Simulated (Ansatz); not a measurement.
Abridged output of a molecular run in Ansatz:

```
Functional definition: HF
1574 factors; integrals over basis functions are off by at most 1.2e-3 eV
mean field evaluation 1: about -62596.5938 eV, gradient 5.0e1 eV
mean field evaluation 2: about -62596.8357 eV, gradient 5.0e1 eV
mean field evaluation 4: about -62602.0725 eV, gradient 4.5e0 eV
mean field evaluation 8: about -62602.1572 eV, gradient 4.5e-1 eV
mean field evaluation 16: about -62602.1587 eV, gradient 1.3e-6 eV
mean field -62602.15873848 eV, -2300.5869003719 hartree, gradient 1.3e-6 eV, S^2 0.000000; 0 other end points of the search recorded, 0 dependent functions left out
13 core orbitals not correlated: weight in the atoms' cores, before any rotation towards them, 1.000 or more for the frozen orbitals, at most 0.000 for the correlated occupied ones
reference -62602.15873848 eV, -2300.5869003719 hartree; 20, 20 occupied and 223, 223 virtual orbitals, 1574 factors
second order -29.22432471 eV of doubles, -0.00000000 eV of singles
cycle   1  -28.86976221 eV  change    3.5e-1 eV  update   1.2e-1
cycle   2  -29.66016347 eV  change   -7.9e-1 eV  update   3.7e-2
cycle   3  -29.82157848 eV  change   -1.6e-1 eV  update   1.9e-2
cycle   4  -29.80216844 eV  change    1.9e-2 eV  update   4.6e-3
cycle   5  -29.80089743 eV  change    1.3e-3 eV  update   2.2e-3
cycle   6  -29.80189221 eV  change   -9.9e-4 eV  update   6.2e-4
cycle   7  -29.80153968 eV  change    3.5e-4 eV  update   2.6e-4
cycle   8  -29.80142929 eV  change    1.1e-4 eV  update   9.3e-5
cycle   9  -29.80144994 eV  change   -2.1e-5 eV  update   4.2e-5
perturbative correction -1.23842515 eV, -0.0455112847 hartree
Total energy: -62633.19861356 eV, -2301.7275947416 hartree
```

Its atoms:

```xyz
11

N    -0.059   -2.149   -0.563
C     0.175   -0.910   -0.644
O     0.276   -0.331   -1.855
Ge    0.421    0.394    0.836
N    -0.665    1.868    0.731
H    -0.118   -2.461    0.402
H     0.140   -1.034   -2.511
H     1.873    0.890    0.824
H     0.074   -0.373    2.122
H    -1.653    1.651    0.725
H    -0.465    2.457   -0.066
```

(1) Which basis set was used?
A. def2-TZVPPD
B. def2-QZVPP
C. def2-SVPD
D. def2-TZVPP

(2) Write the keys of the input that set method, charge and spin (a neutral closed shell needs none for the last two).

## Answers

(1) D. It gives 256 functions.

(2) 
```yaml
correlation: {method: ccsd_t}
```
